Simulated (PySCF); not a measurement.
Atoms are numbered as in `[CH2:1]=[CH:2][CH2:3][SiH2:4]/[CH:5]=[CH:6]\[SiH3:7]`. Hydrogens are named by the atom that carries them. Ha(C1) is cis to C3; Hb(C1) is trans to C3.

Calculated, not measured (PySCF 2.14): shielding tensors at B3LYP/pcSseg-1 (GIAO), coordinates at the PBE0-D3(BJ)/def2-SVP level. Relativity neglected, one conformer, one averaged value for each set of equivalent atoms, isolated molecule.

Scale: TMS for $^{13}$C, $^{1}$H, $^{29}$Si (reference shieldings calculated alike).

```csv
atoms,nucleus,count,δ (ppm)
Si7,$^{29}$Si,1,-80.4
Hb(C1),$^{1}$H,1,5.04
H(Si4),$^{1}$H,2,4.30
C1,$^{13}$C,1,120.3
C3,$^{13}$C,1,23.6
C6,$^{13}$C,1,?
C5,$^{13}$C,1,158.5
H(C5),$^{1}$H,1,?
H(C6),$^{1}$H,1,7.05
H(Si7),$^{1}$H,3,4.17
H(C3),$^{1}$H,2,?
Si4,$^{29}$Si,1,-48.6
Ha(C1),$^{1}$H,1,?
H(C2),$^{1}$H,1,5.94
C2,$^{13}$C,1,?
```

Problem. Estimate the values marked ?.

Solution. 
- C6: 153.8 ppm, alkene CH; the olefinic region
- C2: 144.2 ppm, alkene CH; as expected for a trigonal carbon in a double bond
- H(C5): 7.15 ppm, hydrogen on an alkene CH; a vinylic proton, deshielded by the sp2 carbon and the C=C anisotropy
- Ha(C1): 5.18 ppm, hydrogen on a terminal =CH2 carbon; a vinylic proton, deshielded by the sp2 carbon and the C=C anisotropy
- H(C3): 1.80 ppm, hydrogen on an allylic sp3 CH2 bonded to Si; allylic position

Shifts are as computed. Against solution values, carbons near 30 ppm lie about +2 ppm off and those near 130 ppm about +6 ppm. Of 1211 compounds with measured shifts, 218 miss one by over three times the rms of a fit or turn the order of signals round; such compounds aren't used in these exercises.
